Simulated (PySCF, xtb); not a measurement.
C₃H₆FNSi, SMILES C([SiH2]F)CC#N. One conformer was computed; it need not be the lowest.

Harmonic wavenumbers (cm⁻¹) from GFN2-xTB in xtb at its own minimum, in rising order: 41, 75, 159, 176, 283, 383, 474, 546, 569, 695, 722, 762, 774, 822, 923, 939, 1078, 1104, 1160, 1282, 1310, 1437, 1469, 2317, 2374, 2412, 2939, 2959, 2968, 2981.

Q: What does B3LYP-D3(BJ)/def2-SVP run with PySCF give at its own minimum? (Estimate from the structure and the level; the computed values follow.)

A: 42, 75, 164, 190, 304, 372, 501, 575, 672, 734, 796, 861, 893, 932, 944, 974, 1035, 1152, 1191, 1299, 1345, 1429, 1447, 2239, 2271, 2381, 3042, 3046, 3086, 3101. Paired by order, the mean absolute difference is 52 cm⁻¹ and the zero-point energies are 51.7 and 53.0 kcal/mol.
